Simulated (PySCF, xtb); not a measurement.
N-(methylaminosilyl)ethanamine (C₃H₁₂N₂Si), SMILES CCN[SiH2]NC.

GFN2-xTB (xtb) at its own geometry gives an orbital gap of 5.65 eV and a dipole moment of 0.74 D.

The structure is a stationary point at r2SCAN-D4/def2-SVP. One conformer was computed; it need not be the lowest.

Problem. What does B3LYP/def2-TZVP (PySCF) give? (An estimate is asked for; the answer gives what the named calculation found.)

Solution. gap 7.03 eV (levels -6.33 and 0.69 eV), dipole 1.17 D.
